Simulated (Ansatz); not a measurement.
```yaml
atoms:
  - { symbol: N, position_ang: [-0.0005, -0.0215, 0.0765] }
  - { symbol: H, position_ang: [0.9472, 0.0340, -0.2489] }
  - { symbol: H, position_ang: [-0.5057, 0.8251, -0.2544] }
  - { symbol: H, position_ang: [-0.4459, -0.8553, -0.2864] }
```

Basis set: 6-31G* (spherical functions). Frozen core: 1 orbital. Charge 0, multiplicity 1.

Computed with Ansatz (development build ahead of 0.2.0); each method stands on the lowest determinant of its kind that the runs found. Restricted open shells among the atoms or ions are ROHF, correlated in semicanonical orbitals with singles.

The atomization energy at this shape (free ground-state atoms in the same class of orbitals less the molecule, no zero-point energy) of singlet NH₃:

```tsv
method	atomization energy
RHF-MP2	10.92 eV
```

Question: What does RHF give?

Answer: 8.30 eV.
